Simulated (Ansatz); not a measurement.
Gas-phase electronic energies from Ansatz, PBE0-D4/def2-TZVP geometries. CCSD(T)/CBS adds triple-zeta CCSD(T) − MP2 to the extrapolated MP2 energy (def2 sets, frozen cores). This one scheme is used for every species. DFT in def2-TZVPP. Elements past krypton have def2 core potentials. For I outer-core shells are correlated without core-valence functions, which leaves a few kJ/mol of doubt a bond. Each species was taken in one conformer, which may not be the lowest.

Reaction (formal exchange of groups at the Si–F bond): `F[SiH](Cl)I` + `CCl` → `ClC[SiH](Cl)I` + H–F

`F[SiH](Cl)I`:

```xyz
5

F     0.374   -1.513    0.539
Si   -0.010   -0.023    0.160
Cl   -1.954   -0.001   -0.417
I     1.426    0.712   -1.630
H     0.164    0.826    1.348
```

`CCl`:

Cartesian coordinates in Å:
```
C -0.035 -0.018 0.141
Cl 0.389 0.196 -1.568
H 0.429 -0.932 0.502
H -1.117 -0.085 0.225
H 0.334 0.839 0.700
```

`ClC[SiH](Cl)I`:

Cartesian coordinates in Å:
```
Cl 1.451 0.635 1.638
C 0.681 -0.533 0.540
Si -0.704 0.323 -0.387
Cl -1.703 -1.114 -1.453
I 0.204 1.999 -1.882
H 0.282 -1.353 1.139
H 1.439 -0.925 -0.138
H -1.650 0.969 0.542
```

H–F:

Cartesian coordinates in Å:
```
F -0.040 0.172 -0.425
H 0.040 -0.172 0.425
```

(1) Is it downhill or uphill in electronic energy at CCSD(T)/CBS, and by how much? (Best estimate.)

(2) What do these levels give: BLYP-D4, r2SCAN-D4, B97M-V, r2SCAN0-D4, revPBE, r2SCAN, RPA@PBE/def2-TZVPP, CCSD(T)/def2-SVP, SCS-MP2/def2-TZVPP, CCSD/def2-TZVPP, HF/def2-QZVPP, MP2/CBS(def2)? (Estimate.)

(3) What do rigid-rotor, harmonic-oscillator terms from PBE0-D4/def2-TZVP frequencies (298.15 K, 1 bar) make of the CCSD(T)/CBS value? (Best estimate.)

Largest T1 diagnostic among the species: 0.009.

Results:

(1) The calculation gave: Uphill: ΔE = +1.39 eV.

(2) The calculation gave: BLYP-D4 1.45, r2SCAN-D4 1.50, B97M-V 1.57, r2SCAN0-D4 1.48, revPBE 1.46, r2SCAN 1.53, RPA@PBE/def2-TZVPP 1.42, CCSD(T)/def2-SVP 1.38, SCS-MP2/def2-TZVPP 1.46, CCSD/def2-TZVPP 1.46, HF/def2-QZVPP 1.77, MP2/CBS(def2) 1.35 eV.

(3) Computed: ΔZPE = -0.07 eV, ΔH = +1.35 eV, ΔS = -11 J/(mol·K), ΔG = +1.39 eV.

Leaving LDA and LC-ωPBE aside and taking each functional with its dispersion term where it has one, the values, not all of them listed here, spread over 0.26 eV, from revPBE-D4 to B97M-V. LDA lies −0.08 eV from PBE without D4. In def2-TZVPP, CCSD(T) changes the Hartree–Fock value by −0.32 eV (the triples alone add −0.05 eV) and MP2 by −0.37 eV. The D4 term adds −0.14 eV with B3LYP and −0.08 eV with PBE0; it sums over pairs of atoms, weighted by their polarisabilities, and B3LYP, whose exchange is more repulsive, gets the larger term.

B3LYP here is the variant with VWN-RPA as its local correlation; programs differ in this.
